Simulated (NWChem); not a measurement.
A calculation on FSn (+1)

```xyz
2

Sn     0.0000     0.0000    -0.2904
F      0.0000     0.0000     1.6134
```
Charge +1, spin multiplicity 1.

Everything below was run with NWChem. The geometry was optimised at PBE0/def2-SVP with def2 effective core potentials on Sn, a minimum by its harmonic frequencies.

Symmetry labels belong to the abelian group C2v used in the runs, with the axes of the coordinates shown; states degenerate in a higher group split over its labels.

Effective core potentials replace the inner electrons of Sn; spin-orbit coupling is left out. The spin multiplicity of the parent species was assumed, not shown to be that of its ground state. The structure started from a generated list of species.

List the lowest 6 singlet excitations that TD-PBE/def2-SVPD with def2 effective core potentials on Sn gives, with oscillator strengths.


```csv
state,symmetry,energy (eV),wavelength (nm),f
1,a2,5.42,229,0.000
2,a1,5.55,224,0.000
3,a2,5.55,224,0.000
4,b2,5.60,222,0.060
5,b1,5.60,222,0.060
6,a1,6.48,191,0.015
```
